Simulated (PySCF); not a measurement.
# A ladder of Hamiltonians for Rh³⁵⁺ (rhodium, charge +35)

Occupied: 1s1/2, 2s1/2, 2p1/2, 2p3/2. Hartree-Fock calculated with PySCF 2.14 in an even-tempered Gaussian basis (17 s from 4.8 bohr⁻², ratio 2.7; 12 p from 5.7 bohr⁻², ratio 2.7), Gaussian nucleus throughout. NR is non-relativistic, sf-X2C the spin-free one-electron X2C Hamiltonian, X2C adds the bare one-electron spin-orbit term, X2C-SNSO screens it by Boettger's factors, DC is four-component Dirac-Coulomb, and the Gaunt and Breit terms are added at first order (total energies over the DC spinors, levels after relaxing the spinors in that mean field). QED terms are absent. Levels marked empty are virtual spinors of this ion.

```
Hamiltonian  E (hartree)
         NR   -3670.7765
     sf-X2C   -3757.9943
        X2C   -3758.6861
   X2C-SNSO   -3758.6245
         DC   -3759.5807
   DC+Gaunt   -3756.7496
   DC+Breit   -3756.9960
```

```tsv
level (eV)	NR	sf-X2C	X2C	X2C-SNSO	DC	DC+Gaunt	DC+Breit
1s1/2	-24755.1	-25425.8	-25424.7	-25424.8	-25442.5	-25395.7	-25398.7
2s1/2	-5228.8	-5409.4	-5409.2	-5409.2	-5411.2	-5406.7	-5407.0
2p1/2	-5005.8	-5065.5	-5174.8	-5169.6	-5170.5	-5162.4	-5163.3
2p3/2	-5005.8	-5065.5	-5015.2	-5017.3	-5018.8	-5013.1	-5014.0
3s1/2 (empty)	-2072.6	-2126.9	-2126.9	-2126.9	-2127.3	-2126.2	-2126.3
3p1/2 (empty)	-2001.6	-2024.9	-2052.0	-2050.7	-2050.9	-2048.9	-2049.2
3p3/2 (empty)	-2001.6	-2024.9	-2012.4	-2012.9	-2013.2	-2011.8	-2012.1
```

Q: How large are the two-electron picture-change error of X2C and the Breit correction in the total energy?

A: X2C-1e lies 0.8946 hartree above Dirac-Coulomb; Gaunt adds 2.8311 and the full Breit term 2.5847 hartree.

```json
{"interval (eV)": "2p3/2 − 2p1/2", "X2C": "159.6", "X2C-SNSO": "152.3", "DC": "151.6", "DC+Gaunt": "149.3", "DC+Breit": "149.3"}
{"interval (eV)": "3p3/2 − 3p1/2", "X2C": "39.62", "X2C-SNSO": "37.80", "DC": "37.71", "DC+Gaunt": "37.09", "DC+Breit": "37.09"}
```

Weight of the small component: 1s1/2 0.0271, 2s1/2 0.00587, 2p1/2 0.00581, 2p3/2 0.00562, 3s1/2 0.00221, 3p1/2 0.00216, 3p3/2 0.00212.

Koopmans' value for the highest occupied level at DC+Breit: 5014.0 eV, against an ionisation energy of 5018 ± 3 eV (semi-empirical (NIST evaluation); NIST Atomic Spectra Database, ionization energies); the former lacks relaxation, correlation, QED and recoil.

The whole ladder took 58 s of wall time on 1 thread of Neoverse-V1 (shared host), launched as `OMP_NUM_THREADS=1 python relrun2.py TASK.json OUT` (a driver that calls PySCF for each Hamiltonian).
